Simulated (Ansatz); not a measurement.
Ansatz (a quantum-chemistry and plane-wave program) input:
A basis named .json is the Basis Set Exchange file of that set.

Ansatz 0.2 input:
```yaml
crystal:
  periodic: [false, false, false]
  atoms:
    - {symbol: Sn, position_ang: [0.00062971, 0.00084951, 0.36831415]}
    - {symbol: F, position_ang: [1.47719731, -0.88396890, -0.68255558]}
    - {symbol: F, position_ang: [0.02382513, 1.71992043, -0.68607658]}
    - {symbol: F, position_ang: [-1.50452083, -0.84067105, -0.67755757]}
basis:
  gaussian:
    orbitals: def2-QZVPP.json
    fitting: {mean_field: def2-universal-jkfit, correlation: def2-QZVPP-RIFIT.json}
total_charge: -1
magnetization: {spin_polarized: false}
correlation: {method: mp2, electrons: outside_noble_gas}
```

Q: Which total energy does the run end on?

A: -512.96251 Eh (RI-MP2/def2-QZVPP). The basis has 253 functions.
